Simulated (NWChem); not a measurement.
Molecule: 1,1-difluoroethane (C2H4F2); SMILES FC(C)F

```xyz
8

C     -0.1131     1.3665     0.0000
C      0.3508    -0.0603     0.0000
F     -0.1228    -0.7055    -1.0922
F     -0.1228    -0.7055     1.0922
H     -1.2122     1.3880     0.0000
H      0.2563     1.8863    -0.8945
H      0.2563     1.8863     0.8945
H      1.4515    -0.1625     0.0000
```
Atoms are numbered in this order, from 1.

Computed with NWChem. Pople sets run with spherical d functions. Geometry: optimised at PBE0/def2-SVP. B3LYP is NWChem's, with the RPA form of VWN correlation. GIAO values for the isolated, static molecule; σ is the absolute isotropic shielding, δ = σ(reference) − σ with the isolated reference molecule computed at the same levels (13C: tetramethylsilane, 19F: trichlorofluoromethane, 1H: tetramethylsilane).

```json
[
 {"level": "B3LYP/6-311G**", "δ C1 (ppm)": "22.7", "δ C2 (ppm)": "117.3", "δ F3 (ppm)": "-135.3", "δ H5 (rotor mean) (ppm)": "1.32", "δ H8 (ppm)": "5.93"},
 {"level": "PBE/pcSseg-1", "δ C1 (ppm)": "22.8", "δ C2 (ppm)": "122.2", "δ F3 (ppm)": "-139.0", "δ H5 (rotor mean) (ppm)": "1.36", "δ H8 (ppm)": "6.12"},
 {"level": "PBE0/pcSseg-1", "δ C1 (ppm)": "22.5", "δ C2 (ppm)": "117.4", "δ F3 (ppm)": "-125.9", "δ H5 (rotor mean) (ppm)": "1.42", "δ H8 (ppm)": "5.84"}
]
```
